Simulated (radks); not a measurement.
The numbers below are computed, except where a source is named.
Q: The lithium anion Li-, [He] 2s2, held by a Watson sphere: a shell of charge +1.47 at radius R that stands for the Madelung well of a crystal (potential energy -1.47/R inside, -1.47/r outside, in hartree with lengths in bohr). Level of theory: non-relativistic Kohn-Sham, PBEsol, spin-polarised, spherical densities, point nucleus (a radial shooting solver on a logarithmic mesh with Libxc functionals). Response by self-consistent Sternheimer equations with the Hartree and adiabatic LDA kernel. The sphere does not respond.

R (bohr)  e(1s) (eV)  e(2s) (eV)  <r> 2s (bohr)  sum of <r^2> (bohr^2)  X-ray form factor at sin(theta)/lambda = 0.1 1/angstrom  alpha (bohr^3)
2.15         -56.393      -8.170          2.952                  21.20                                                    2.872           59.32
2.37         -55.391      -7.928          3.043                  22.40                                                    2.828           64.52
2.92         -53.824      -7.306          3.280                  25.73                                                    2.715           80.91
3.85         -52.577      -6.328          3.672                  31.97                                                    2.541           118.5

Estimate the row for R = 2.18 bohr.

A: e(1s) (eV) -56.238; e(2s) (eV) -8.138; <r> 2s (bohr) 2.964; sum of <r^2> (bohr^2) 21.35; X-ray form factor at sin(theta)/lambda = 0.1 1/angstrom 2.866; alpha (bohr^3) 59.98.
